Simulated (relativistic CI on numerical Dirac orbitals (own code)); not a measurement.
## Line list: Forbidden lines, Te XLV

Computed by Dirac-Coulomb-Breit CI, KLI orbitals optimised for each configuration, QED by a radiative potential, unscaled Slater integrals (own radial code, finite nucleus).

Configuration list (outside the closed core 1s2): 2s2 2p4, 2s 2p5, 2p6, 2p5 3s, 2p5 3p, 2p5 3d, 2s2 2p3 3s, 2s2 2p3 3p, 2s2 2p3 3d, 2s 2p4 3s, 2s 2p4 3p, 2s 2p4 3d, 2s2 2p3 4s, 2s2 2p3 4p, 2s2 2p3 4d, 2s2 2p3 4f, 2s 2p4 4s, 2s 2p4 4p, 2s 2p4 4d, 2s 2p4 4f, 2s2 2p2 3s2, 2s2 2p2 3s 3p, 2s2 2p3 5s, 2s2 2p3 5p, 2s2 2p3 5d, 2s2 2p3 5f, 2s2 2p3 5g, 2s2 2p2 3s 3d, 2s2 2p2 3p2, 2s2 2p2 3p 3d, 2s 2p3 3s2, 2s2 2p2 3d2, 2s 2p3 3s 3p, 2s 2p3 3s 3d, 2s 2p3 3p2, 2s 2p4 5s. Levels of other configurations are missing.

```tsv
λ vac (Å)	Lower	Upper	Type	A (s⁻¹)	E lower (eV)	E upper (eV)
2.5185	2s 2p5 3P°_2 [5]	2p5 3d 3D°_3 [211]	E2	4.68e+11	530.38	5453.25
2.5212	2s2 2p4 3P_1 [3]	2s 2p4 3d 3F_3 [183]	E2	7.77e+11	281.87	5199.53
2.5220	2s 2p5 3P°_2 [5]	2p5 3d 1D°_2 [210]	E2	1.43e+11	530.38	5446.50
2.5222	2s 2p5 3P°_0 [8]	2p5 3d 3P°_2 [237]	E2	4.77e+11	819.89	5735.51
2.5225	2s2 2p4 1D_2 [4]	2s 2p4 3d 1F_3 [190]	E2	5.75e+11	298.33	5213.39
2.5232	2s2 2p4 1D_2 [4]	2s 2p4 3d 3F_4 [189]	E2	6.59e+11	298.33	5212.10
2.5244	2s 2p5 3P°_2 [5]	2p5 3d 3F°_4 [209]	E2	8.01e+11	530.38	5441.73
2.5246	2s2 2p4 3P_2 [1]	2s 2p4 3d 3D_3 [121]	E2	2.79e+11	0.00	4911.13
2.5246	2s2 2p4 3P_2 [1]	2s 2p4 3d 3F_4 [120]	E2	8.09e+11	0.00	4911.00
2.5301	2s2 2p4 3P_0 [7]	2s 2p4 3d 1D_2 [218]	E2	1.44e+12	593.26	5493.72
2.5301	2s 2p5 3P°_2 [5]	2p5 3d 3D°_2 [208]	E2	6.59e+11	530.38	5430.68
2.5324	2s 2p5 3P°_2 [5]	2p5 3d 3F°_3 [207]	E2	3.31e+11	530.38	5426.26
2.5330	2s 2p5 3P°_0 [8]	2p5 3d 3F°_2 [231]	E2	3.27e+11	819.89	5714.70
2.5332	2s2 2p4 3P_2 [1]	2s 2p4 3d 3D_1 [117]	E2	4.88e+11	0.00	4894.33
2.5340	2s 2p5 3P°_2 [5]	2p5 3d 3P°_1 [206]	E2	8.06e+11	530.38	5423.25
2.5343	2s2 2p4 1D_2 [4]	2s 2p4 3d 1F_3 [180]	E2	3.48e+11	298.33	5190.56
2.5345	2s2 2p4 3P_2 [1]	2s 2p4 3d 1F_3 [115]	E2	4.87e+11	0.00	4891.89
2.5369	2s 2p5 3P°_2 [5]	2p5 3d 3P°_0 [205]	E2	8.09e+11	530.38	5417.62
2.5447	2s 2p5 1P°_1 [6]	2p5 3d 3D°_3 [211]	E2	3.21e+11	581.02	5453.25
2.5450	2s2 2p4 1D_2 [4]	2s 2p4 3d 3F_4 [175]	E2	5.01e+11	298.33	5169.99
2.5455	2s2 2p4 1D_2 [4]	2s 2p4 3d 3D_3 [174]	E2	5.49e+11	298.33	5169.10
2.5482	2s 2p5 1P°_1 [6]	2p5 3d 1D°_2 [210]	E2	6.36e+11	581.02	5446.50
2.5496	2s 2p5 3P°_1 [9]	2p5 3d 3F°_2 [231]	E2	4.57e+11	851.72	5714.70
2.5529	2s2 2p4 3P_1 [3]	2s 2p4 3d 3F_3 [167]	E2	4.65e+11	281.87	5138.39
2.5566	2s 2p5 1P°_1 [6]	2p5 3d 3D°_2 [208]	E2	1.32e+11	581.02	5430.68
2.5589	2s 2p5 1P°_1 [6]	2p5 3d 3F°_3 [207]	E2	4.54e+11	581.02	5426.26
2.5590	2s2 2p4 1D_2 [4]	2s 2p4 3d 3G_4 [168]	E2	4.31e+11	298.33	5143.37
2.5612	2s2 2p4 3P_2 [1]	2s 2p4 3d 3F_4 [102]	E2	5.61e+11	0.00	4840.93
2.5704	2s2 2p4 3P_2 [1]	2s 2p4 3d 5F_4 [99]	E2	2.12e+11	0.00	4823.60
2.5727	2s2 2p4 3P_2 [1]	2s 2p4 3d 5D_3 [97]	E2	1.02e+11	0.00	4819.18
2.7181	2s2 2p4 3P_1 [3]	2s2 2p3 3p 3D_3 [103]	E2	9.22e+10	281.87	4843.27
2.7227	2s2 2p4 1D_2 [4]	2s2 2p3 3p 3P_2 [106]	E2	1.06e+11	298.33	4852.09
2.7253	2s2 2p4 1S_0 [2]	2s2 2p3 3p 3D_2 [48]	E2	9.43e+10	35.97	4585.40
2.7266	2s2 2p4 3P_2 [1]	2s2 2p3 3p 3F_4 [44]	E2	1.30e+11	0.00	4547.16
2.7279	2s2 2p4 3P_2 [1]	2s2 2p3 3p 3D_3 [43]	E2	7.77e+10	0.00	4545.05
2.7280	2s2 2p4 1D_2 [4]	2s2 2p3 3p 3D_3 [103]	E2	6.20e+10	298.33	4843.27
2.7382	2s 2p5 3P°_2 [5]	2s 2p4 3p 3F°_4 [150]	E2	1.42e+11	530.38	5058.36
2.9005	2s2 2p4 1D_2 [4]	2s2 2p3 3p 1D_2 [46]	E2	1.37e+11	298.33	4572.93
2.9117	2s2 2p4 3P_2 [1]	2s2 2p3 3p 3P_1 [16]	E2	1.10e+11	0.00	4258.19
2.9118	2s2 2p4 3P_2 [1]	2s2 2p3 3p 3D_3 [15]	E2	9.97e+10	0.00	4258.04
2.9615	2s2 2p4 3P_0 [7]	2s2 2p3 3p 1D_2 [90]	E2	1.11e+11	593.26	4779.73
2.9668	2s2 2p4 3P_2 [1]	2s2 2p3 3p 3D_2 [14]	E2	1.86e+11	0.00	4179.03
2.9681	2s2 2p4 3P_2 [1]	2s2 2p3 3p 3P_1 [13]	E2	1.43e+11	0.00	4177.18
2.9733	2s2 2p4 3P_1 [3]	2s2 2p3 3p 3F_2 [34]	E2	1.32e+11	281.87	4451.73
2.9743	2s2 2p4 1D_2 [4]	2s2 2p3 3p 3F_3 [35]	E2	1.58e+11	298.33	4466.78
```

Terms are leading LS components. Brackets give the number of a level in order of energy, since labels repeat. The list gives strong lines, with weight on those to low levels, among the lowest 400 of 1493 levels, so that lines to higher ones, which can be the strongest, are missing. Levels whose partners in the same complex of configurations lie outside the list can be far off, and so can their lines. Rates are taken at the computed energies, electric ones in the length gauge.

At this charge energies of transitions that change n are usually good to better than 1 %, and those within a shell (Δn = 0) to a few per cent.

LS names give the leading component of a level, which can be under half, so a name can repeat, a term be missing and a line seem to break the LS rules.
